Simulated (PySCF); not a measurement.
Zero-point energy (kcal/mol) of eight silicon and germanium compounds: PBE-D3(BJ) beside PBE0-D3(BJ), computed with PySCF for isolated molecules in the bases named; differences from unrounded values. The eight are the first of their class met in an unordered collection, after screening for sound electronic states; none was chosen by its value. Each level has its own optimised geometry.

| molecule | basis | PBE0-D3(BJ) | PBE-D3(BJ) | difference |
|---|---|---|---|---|
| ClGeH₆NSi, SMILES [Si@@H]([GeH3])(Cl)N | def2-SVP | 38.02 | 36.72 | -1.30 |
| GeH₈N₂Si, SMILES N[SiH2][GeH2][NH2] | def2-SVP | 53.35 | 51.54 | -1.81 |
| C2H7NSi2, SMILES N[Si@@H]1C=C[SiH2]1 | def2-SVP | 52.74 | 50.96 | -1.78 |
| Ge(F)(OH)2(NH2) (FGeH4NO2), SMILES [NH2][Ge]([OH])([OH])[F] | def2-SVP | 35.22 | 33.85 | -1.37 |
| Si(F)(Me)(SH)2 (CH5FS2Si), SMILES C[Si](F)(S)S | def2-SVP | 37.57 | 36.33 | -1.24 |
| C3H6FNSi, SMILES F[C@@H]1CN=C1[SiH3] | def2-SVP | 52.14 | 50.08 | -2.06 |
| C3H6F2Si, SMILES [SiH2](/C=C(/C)F)F | def2-SVP | 52.18 | 50.36 | -1.82 |
| C₄H₁₃NSi, SMILES C[SiH2]CN(C)C | def2-SVP | 102.95 | 99.58 | -3.37 |

PBE-D3(BJ) lies below PBE0-D3(BJ) in 8 and above it in 0 of the eight; the mean signed difference is -1.84 and the largest -3.37 kcal/mol.
